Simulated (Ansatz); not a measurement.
A nudged elastic band was laid between two geometries of a periodic cell of 63 atoms, H22WC40 (surface C(100)-2x1, partly H-covered, underside capped with H, adsorbate W).

Method: Ansatz, DFT r2SCAN, scalar-relativistic, plane waves, PAW. Settings: PAW set soft_1, cutoff 500 eV, k mesh 2x1x1, gaussian smearing 0.05 eV, no spin polarisation.

```
movable images  : 5
climbing image  : yes
spring          : 10.0 eV/Å²
optimiser       : quadratic models (default)
start path      : IDPP
force threshold : 0.05 eV/Å
iteration limit : 19
end points      : relaxed
atoms held      : 1 to 32
```

Initial state:

```xyz
63
Lattice="5.0487 0.0000 0.0000 0.0000 10.0975 0.0000 0.0000 0.0000 16.1956" Properties=species:S:1:pos:R:3
H 2.160 0.000 1.000
H 0.365 0.000 1.000
H 4.684 0.000 1.000
H 2.889 0.000 1.000
H 2.160 2.524 1.000
H 0.365 2.524 1.000
H 4.684 2.524 1.000
H 2.889 2.524 1.000
H 2.160 5.049 1.000
H 0.365 5.049 1.000
H 4.684 5.049 1.000
H 2.889 5.049 1.000
H 2.160 7.573 1.000
H 0.365 7.573 1.000
H 4.684 7.573 1.000
H 2.889 7.573 1.000
C 1.262 0.000 1.635
C 3.787 0.000 1.635
C 1.262 2.524 1.635
C 3.787 2.524 1.635
C 1.262 5.049 1.635
C 3.787 5.049 1.635
C 1.262 7.573 1.635
C 3.787 7.573 1.635
C 1.262 1.262 2.527
C 3.787 1.262 2.527
C 1.262 3.787 2.527
C 3.787 3.787 2.527
C 1.262 6.311 2.527
C 3.787 6.311 2.527
C 1.262 8.835 2.527
C 3.787 8.835 2.527
C 0.000 1.263 3.359
C 2.524 1.280 3.356
C 0.000 3.791 3.477
C 2.525 3.793 3.477
C 0.000 6.310 3.349
C 2.524 6.310 3.348
C 0.000 8.831 3.498
C 2.524 8.828 3.473
C -0.001 0.074 4.359
C 2.525 0.069 4.307
C 0.001 2.453 4.307
C 2.526 2.457 4.311
C 0.000 5.134 4.317
C 2.524 5.135 4.316
C 0.000 7.483 4.323
C 2.524 7.484 4.316
C 1.253 0.481 5.155
C 3.795 0.484 5.156
C 1.259 2.124 5.123
C 3.794 2.124 5.120
C 1.262 5.490 5.126
C 3.786 5.490 5.126
C 1.262 7.122 5.127
C 3.786 7.124 5.126
H 1.256 2.566 6.120
H 3.794 2.564 6.119
H 1.264 5.071 6.135
H 3.785 5.072 6.135
H 1.281 7.544 6.140
H 3.766 7.545 6.141
W 2.521 9.977 6.579
```

Final state:

Only the atoms that move by more than 0.05 Å are listed.
```
C41 0.000 0.069 4.307
C42 2.524 0.074 4.359
W63 5.045 9.977 6.579
```

(1) What changes between the two ends?

(2) Give the energies along the band, and the barrier.

(3) What is the geometry of the highest image?

The band took 6 iterations and of the order of 70 core-minutes.

Results:

(1) Contacts lost: C42–W63. Contacts made: C41–W63. The atom that moves furthest is W63, by 2.52 Å; four of its nearest neighbours are C49 2.00, C50 2.00, C42 2.28, H61 2.77 Å at the first end and C50 2.00, C49 2.00, C41 2.28, H62 2.77 Å at the last.

(2) The run converged. The highest image is number 3 of 0 to 6, 2.33 eV above the ends, which have the same energy within 2 meV. Neighbouring images differ by up to 1.2 eV, so the band resolves the path poorly. The order of the stationary point at the top wasn't checked. Limits of this set-up: coarse k mesh, thin slab, slab without dipole correction.

```json
{"image": "0", "path coordinate (Å)": "0.00", "energy (eV)": "0.00", "C42–W63 (Å)": "2.28", "C41–W63 (Å)": "3.36"}
{"image": "1", "path coordinate (Å)": "0.49", "energy (eV)": "0.43", "C42–W63 (Å)": "2.43", "C41–W63 (Å)": "3.25"}
{"image": "2", "path coordinate (Å)": "0.98", "energy (eV)": "1.64", "C42–W63 (Å)": "2.72", "C41–W63 (Å)": "3.12"}
{"image": "3", "path coordinate (Å)": "1.47", "energy (eV)": "2.33", "C42–W63 (Å)": "2.96", "C41–W63 (Å)": "2.96"}
{"image": "4", "path coordinate (Å)": "1.96", "energy (eV)": "1.65", "C42–W63 (Å)": "3.11", "C41–W63 (Å)": "2.72"}
{"image": "5", "path coordinate (Å)": "2.45", "energy (eV)": "0.43", "C42–W63 (Å)": "3.25", "C41–W63 (Å)": "2.43"}
{"image": "6", "path coordinate (Å)": "2.94", "energy (eV)": "0.00", "C42–W63 (Å)": "3.36", "C41–W63 (Å)": "2.28"}
```

(3) 
```xyz
63
Lattice="5.0487 0.0000 0.0000 0.0000 10.0975 0.0000 0.0000 0.0000 16.1956" Properties=species:S:1:pos:R:3
H 2.160 0.000 1.000
H 0.365 0.000 1.000
H 4.684 0.000 1.000
H 2.889 0.000 1.000
H 2.160 2.524 1.000
H 0.365 2.524 1.000
H 4.684 2.524 1.000
H 2.889 2.524 1.000
H 2.160 5.049 1.000
H 0.365 5.049 1.000
H 4.684 5.049 1.000
H 2.889 5.049 1.000
H 2.160 7.573 1.000
H 0.365 7.573 1.000
H 4.684 7.573 1.000
H 2.889 7.573 1.000
C 1.262 0.000 1.635
C 3.787 0.000 1.635
C 1.262 2.524 1.635
C 3.787 2.524 1.635
C 1.262 5.049 1.635
C 3.787 5.049 1.635
C 1.262 7.573 1.635
C 3.787 7.573 1.635
C 1.262 1.262 2.527
C 3.787 1.262 2.527
C 1.262 3.787 2.527
C 3.787 3.787 2.527
C 1.262 6.311 2.527
C 3.787 6.311 2.527
C 1.262 8.835 2.527
C 3.787 8.835 2.527
C 0.007 1.265 3.352
C 2.518 1.265 3.352
C 0.001 3.790 3.481
C 2.523 3.790 3.481
C 0.000 6.312 3.350
C 2.524 6.312 3.350
C 0.005 8.833 3.491
C 2.519 8.833 3.491
C 0.023 0.076 4.324
C 2.502 0.076 4.324
C 0.008 2.443 4.318
C 2.517 2.442 4.318
C 0.001 5.135 4.318
C 2.524 5.135 4.318
C 0.002 7.485 4.322
C 2.522 7.485 4.322
C 1.262 0.461 5.189
C 3.787 0.417 5.075
C 1.262 2.085 5.140
C 3.786 2.137 5.123
C 1.262 5.494 5.129
C 3.787 5.492 5.127
C 1.262 7.129 5.134
C 3.787 7.125 5.129
H 1.262 2.539 6.133
H 3.787 2.582 6.127
H 1.262 5.069 6.136
H 3.787 5.071 6.135
H 1.262 7.567 6.133
H 3.787 7.559 6.133
W 3.786 10.333 6.985
```

Run time: 28 min on 4 threads of Arm Neoverse V1, on a shared host, peak memory 9 GiB.
